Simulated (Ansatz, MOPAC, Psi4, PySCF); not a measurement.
System: isocyanic acid, CHNO (charge 0, singlet). SMILES: O=C=N
Coordinates optimised at B3LYP-D3(BJ)/def2-TZVP (Ansatz, a quantum-chemistry and plane-wave program):
```
C
O 1 1.1640
N 1 1.2097 2 172.93
H 3 1.0049 1 125.93 2 -180.00
```

Property: enthalpy of formation at 298 K, in kcal/mol. Set-up: open shells spin-unrestricted; LANL2DZ all-electron up to Ne; valence correlation only; six Cartesian d functions in 6-31G* and its kin unless marked 5d; no dispersion term unless named; PM7 with its own dispersion and hydrogen-bond terms; non-relativistic; 6-311+G** with 5d; spin-orbit terms left out. CBS marks a two-point X^-3 extrapolation of the correlation energy; Hartree-Fock from the larger set. First-principles rows: single points at B3LYP-D3(BJ) geometries (Ansatz), with unscaled harmonic terms from B3LYP/6-31G* at its own minima, enthalpies of formation by atomisation with measured atoms. Semi-empirical rows: MOPAC heats of formation at their own minima for 298 K.

Coupled cluster (Ansatz) is a level with limits of its own, used here on species with T1 under 0.025 (0.045 for open shells) and stable references: CCSD(T)/CBS(cc-pVTZ,cc-pVQZ).

Value to compare with, CCSD(T)/CBS(cc-pVTZ,cc-pVQZ) (Ansatz): -26.5 kcal/mol.

```tsv
level	program	enthalpy of formation at 298 K (kcal/mol)	difference
PM7	MOPAC	-23.4	3.1
HF/STO-3G	Ansatz	210.9	237.4
HF/3-21G	Ansatz	197.9	224.4
HF/LANL2DZ	Ansatz	211.6	238.1
PBE/LANL2DZ	Ansatz	-8.4	18.1
PBE/def2-SVP	Ansatz	-63.0	-36.5
BP86/6-31G* (5d)	PySCF	-52.0	-25.5
B3LYP/6-31G*	Ansatz	-24.4	2.1
B3LYP/6-31+G*	Ansatz	-20.7	5.8
B3LYP/def2-SVP	Ansatz	-35.0	-8.5
PBE0/6-311+G**	Ansatz	-28.2	-1.7
wB97X-D/6-31G*	Psi4	-23.3	3.2
B3PW91/6-31G* (5d)	PySCF	-26.2	0.3
PBE/def2-TZVPD	Ansatz	-57.9	-31.4
wB97M-V/def2-TZVPD	Ansatz	-31.5	-5.0
B2PLYP-D3(BJ)/def2-TZVPD	Ansatz + dftd3	-29.6	-3.1
```

Among the 13 habitual levels, HF/LANL2DZ lies farthest from CCSD(T)/CBS(cc-pVTZ,cc-pVQZ) (Ansatz) (238.1 kcal/mol) and B3PW91/6-31G* (5d) nearest (0.3); 9 of 13 lie above it, and their mean absolute difference is 61.9 kcal/mol, the median 8.5. One case shows no general order.

The levels are drawn from those run, B3LYP/6-31G* more often than the rest, none by its result; runs whose electronic state is in doubt are left out.
